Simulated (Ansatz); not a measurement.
`O[Si]1(O)CO1`, relaxed with RKS PBE-D4/def2-SVP in Ansatz 0.2.0 from a rough embedded geometry. The force threshold is 0.03 eV/Å; the program also tests the step.

Charge 0, multiplicity 1.

Start:

```xyz
9

O    -0.118    1.891    0.156
Si   -0.418    0.368   -0.155
O    -0.826    0.137   -1.700
C    -0.018   -1.024    0.912
O     0.967   -0.475    0.093
H     0.894    2.131    0.221
H    -0.121   -0.272   -2.291
H    -0.442   -1.969    0.724
H     0.082   -0.786    2.040
```

Q: How much energy does the relaxation release, and in how many steps? (Estimate.)

A: Ansatz gave: 24.23 kcal/mol, in 9 steps, 1 of them rejected.

Q: Which bonds change most? (Best estimate.)

A: The calculation gave: C4–O5 from 1.394 to 1.531 Å; O1–Si2 from 1.583 to 1.655 Å; O1–H6 from 1.042 to 0.973 Å; C4–H8 from 1.053 to 1.109 Å.

Q: Give the relaxed structure. (Estimate.)

A: Computed: 
```xyz
9

O     0.057    2.005   -0.057
Si   -0.024    0.377   -0.344
O    -0.635    0.292   -1.880
C    -0.059   -0.946    0.907
O     1.229   -0.626    0.145
H     0.529    2.242    0.760
H    -0.707   -0.612   -2.231
H    -0.426   -1.973    0.705
H     0.037   -0.759    1.996
```
